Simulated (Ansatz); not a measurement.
Wavefunction ladder for CH7BClNSi (`C[SiH](N)BCl`)

```xyz
12

C     0.534   -1.550    0.063
Si   -0.256    0.116    0.364
N    -1.668    0.265   -0.620
B     0.968    1.658   -0.074
Cl    2.665    1.537    0.319
H     1.445   -1.648    0.657
H     0.791   -1.677   -0.991
H    -0.141   -2.361    0.350
H    -0.512    0.220    1.843
H    -2.065    1.178   -0.774
H    -2.395   -0.431   -0.571
H     0.634    2.696   -0.566
```

Charge 0, multiplicity 1. The geometry is a stationary point of PBE0-D4/def2-TZVP. It is one conformer, not always the lowest. Frozen core, restricted reference, the Gaussian-basis code of Ansatz. CBS rows extrapolate triple and quadruple zeta; past MP2 they add the triple-zeta difference.

```tsv
basis	HF (Eh)	MP2 corr.	CCSD corr.	(T)	CCSD(T) total
def2-SVP	-869.24174	-0.62769	-0.69192	-0.01858	-869.95224
def2-TZVPP	-869.64468	-0.80205	-0.86306	-0.03439	-870.54213
def2-QZVPP	-869.67229	-0.86387	–	–	–
CBS(def2)	-869.67609	-0.90967	-0.97069	as TZ	-870.68117
```
